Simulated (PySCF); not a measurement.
Compound: C₅H₇FSi.
Atom-mapped SMILES: `[CH3:1][C:2]1=[CH:3][SiH2:4][CH:5]=[C:6]1[F:7]`

Cartesian coordinates in Å at the GFN2-xTB level; atoms count from 1:
```xyz
14
C5H7FSi angstrom
C      2.1150    0.0215    0.1663
C      0.6301   -0.0785    0.0740
C     -0.1296   -1.1495    0.3451
Si    -1.9490   -0.7468    0.0700
C     -1.4669    1.0009   -0.4351
C     -0.1402    1.0924   -0.3534
F      0.5480    2.2189   -0.6442
H      2.5322    0.2825   -0.8065
H      2.3939    0.8131    0.8625
H      2.5478   -0.9181    0.5001
H      0.3052   -2.0801    0.6697
H     -2.7500   -0.7784    1.2933
H     -2.5552   -1.5063   -1.0227
H     -2.0820    1.8278   -0.7412
```

Probes without a nucleus sit at each ring's centroid and 1 Å off its mean plane on both sides; NICS is minus the shielding there, NICSzz its component along the normal. Level: GIAO PBE0/pcSseg-1 (PySCF, non-relativistic, gas phase) on the GFN2-xTB geometry, one conformer.

Ring bond lengths (Å), with Mayer bond orders in brackets: C2–C3 1.341 (1.84), C3–Si4 1.884 (0.89), Si4–C5 1.882 (0.89), C5–C6 1.332 (1.84), C6–C2 1.465 (1.01).

Question: What do the NICS probes read (ppm)?

Answer: 
```json
{"ring": "C2–C3–Si4–C5–C6", "type": "5-membered ring with Si; formal bonds 2 double, 3 single", "NICS(0)": "-1.3", "NICS(1), two faces": "-2.2 / -2.2", "NICS(1)zz, two faces": "1.1 / 1.0", "rms pucker (Å)": "0.00", "centre to ring atoms, mean (Å)": "1.34"}
```

Question: What do they say, and how far can they be read as aromaticity?

Answer: 
- C2–C3–Si4–C5–C6: mean NICS(1)zz 1.0 ppm, near zero. Si4 has four or more neighbours, so the value isn't read as a sign of a π ring current.

Question: How shielded are the nuclei of the rings and their hydrogens (means over atoms taken as equivalent)?

Answer: 
```csv
atoms,environment,σ isotropic (ppm),"principal values of the symmetric part, first atom (ppm)"
C2,fully substituted alkene carbon,24.8,"-96.6, 34.6, 136.3"
C3,alkene CH carbon,57.7,"-43.2, 54.9, 161.5"
Si4,SiH2 silicon,403.2,"370.2, 397.2, 442.2"
C5,alkene CH carbon,87.2,"2.7, 89.7, 169.3"
C6,vinylic C–F carbon,6.1,"-99.6, 50.7, 67.4"
H11,vinylic hydrogen,25.81,"24.6, 25.0, 27.9"
H12 (×2),Si–H hydrogen,27.16,"24.3, 24.5, 32.7"
H14,vinylic hydrogen,26.63,"24.8, 26.1, 28.9"
```
